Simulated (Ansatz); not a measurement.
Cost and result up the ladder for Li7Al (8 atoms). The state is a singlet with charge 0. Geometry: PBE0-D4/def2-TZVP.

```xyz
8

Al   -0.613    0.320   -0.815
Li    0.669   -0.306    1.496
Li   -2.676    1.738   -1.598
Li    3.141   -2.174    0.682
Li   -0.440    2.419    0.665
Li   -2.353   -0.167    1.018
Li    2.013    0.317   -0.879
Li    0.258   -2.147   -0.570
```

Ansatz on 4 threads of Arm Neoverse V2 on a shared host. Times are rough, and most runs start from the orbitals of an earlier one. No level here is sound enough to serve as a yardstick. Binding counts from free atoms at the same level (Al doublet, Li doublet; other spins of the atoms weren't run), without zero-point energy or a counterpoise term.

Correlated methods freeze 5 core orbitals; core or outer-core shells of Li are correlated, in sets that lack core-valence functions. The structure comes from a short search, and lower isomers may exist.

Run but left out: BHLYP-D4/def2-TZVP (restricted singlet, unstable in another Hartree–Fock run and untested here).

Correlated methods converge slowly with the basis.

| level | functions | wall time |
| --- | --- | --- |
| LDA (SPW92)/def2-TZVP | 135 | 0.65 s |
| PBE-D4/def2-SVP | 81 | 0.95 s |
| PBE-D4/def2-TZVP | 135 | 1.1 s |
| PBE0-D4/def2-TZVP | 135 | 1.1 s |
| PBE0-D4/def2-SVP | 81 | 1.4 s |
| BLYP-D4/def2-TZVP | 135 | 1.4 s |
| PBE0-D4/def2-TZVPD | 162 | 1.9 s |
| RPA@PBE/def2-TZVP | 135 | 2.3 s |
| r2SCAN0-D4/def2-TZVP | 135 | 2.6 s |
| r2SCAN-D4/def2-TZVP (with forces) | 135 | 2.7 s |
| r2SCAN-D4/def2-TZVPD | 162 | 3.1 s |
| ωB97X-V/def2-TZVP | 135 | 5.5 s |
| ωB97M-V/def2-TZVP | 135 | 5.5 s |
| CCSD(T)/def2-TZVPP | 175 | 23 s |

Question: Estimate what each level gives for the binding energy per atom (eV).

Answer: 
| level | binding energy per atom (eV) | remarks |
| --- | --- | --- |
| LDA (SPW92)/def2-TZVP | 1.33 | restricted SCF unstable in HF |
| PBE-D4/def2-SVP | 1.22 | restricted SCF unstable in HF |
| PBE-D4/def2-TZVP | 1.18 | restricted SCF unstable in HF |
| PBE0-D4/def2-TZVP | 1.14 | restricted SCF unstable in HF |
| PBE0-D4/def2-SVP | 1.17 | restricted SCF unstable in HF |
| BLYP-D4/def2-TZVP | 1.06 | restricted SCF unstable in HF |
| PBE0-D4/def2-TZVPD | 1.14 | restricted SCF unstable in HF |
| RPA@PBE/def2-TZVP | 0.89 | restricted SCF unstable in HF |
| r2SCAN0-D4/def2-TZVP | 1.13 | restricted SCF unstable in HF |
| r2SCAN-D4/def2-TZVP (with forces) | 1.15 | restricted SCF unstable in HF |
| r2SCAN-D4/def2-TZVPD | 1.16 | restricted SCF unstable in HF |
| ωB97X-V/def2-TZVP | 1.08 | restricted SCF unstable in HF |
| ωB97M-V/def2-TZVP | 1.15 | restricted SCF unstable in HF |
| CCSD(T)/def2-TZVPP | 1.15 | restricted SCF unstable |
